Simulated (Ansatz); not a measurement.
Cost and result up the ladder for (CdO)6 prism (Cd₆O₆) (12 atoms). Charge 0, multiplicity 1. Geometry: PBE0-D4/def2-SVP.

```tsv
atom	x (Å)	y (Å)	z (Å)
Cd1	1.562	1.463	-0.725
O2	0.663	0.488	-2.354
Cd3	-1.339	0.163	-1.810
O4	-2.439	0.503	-0.055
Cd5	-1.141	1.476	1.280
O6	0.891	1.996	1.192
Cd7	1.339	-0.163	1.810
O8	2.439	-0.503	0.055
Cd9	1.141	-1.476	-1.280
O10	-0.891	-1.996	-1.191
Cd11	-1.562	-1.463	0.725
O12	-0.663	-0.488	2.354
```

Ansatz on 4 threads of Arm Neoverse V1 on a shared host. Times are rough, and most runs start from the orbitals of an earlier one. r2SCAN0-D4/def2-TZVP serves as the yardstick here, not as an exact answer. Differences are given only for rows in sets of like size (and for xTB, whose basis is part of the method), since another set adds its own error. Binding counts from free atoms at the same level (Cd singlet, O triplet; other spins of the atoms weren't run), without zero-point energy or a counterpoise term.

In the def2 sets Cd takes a core potential; there is no spin–orbit coupling. B3LYP takes the VWN-RPA correlation. Correlated methods freeze 6 core orbitals; core or outer-core shells of Cd are correlated, in sets that lack core-valence functions. The rows differ in basis, and correlated rows in double-zeta sets carry the largest basis error.

Correlated methods converge slowly with the basis, most of all in double-zeta sets.

```csv
level,functions,binding energy per atom (eV),difference from r2SCAN0-D4/def2-TZVP (eV)
r2SCAN-D4/def2-TZVP (with forces),426,2.20,0.23
r2SCAN0-D4/def2-TZVP,426,1.97,0.00
PBE-D4/def2-SVP,270,2.33,–
B3LYP-D4/def2-TZVP,426,1.94,-0.03
MP2/def2-SVP,270,2.24,–
RPA@PBE/def2-SVP,270,1.86,–
PBE0-D4/def2-SVP,270,2.10,–
PBE0-D4/def2-TZVP,426,2.02,0.05
PBE-D4/def2-TZVP,426,2.23,0.26
```

(1) Estimate how long each takes.

Results:

(1) PBE-D4/def2-SVP 8.5 s; PBE-D4/def2-TZVP 13 s; PBE0-D4/def2-SVP 18 s; MP2/def2-SVP 22 s; r2SCAN-D4/def2-TZVP (with forces) 33 s; RPA@PBE/def2-SVP 33 s; B3LYP-D4/def2-TZVP 38 s; PBE0-D4/def2-TZVP 38 s; r2SCAN0-D4/def2-TZVP 52 s. On shared hardware such times vary by a factor of up to 3.
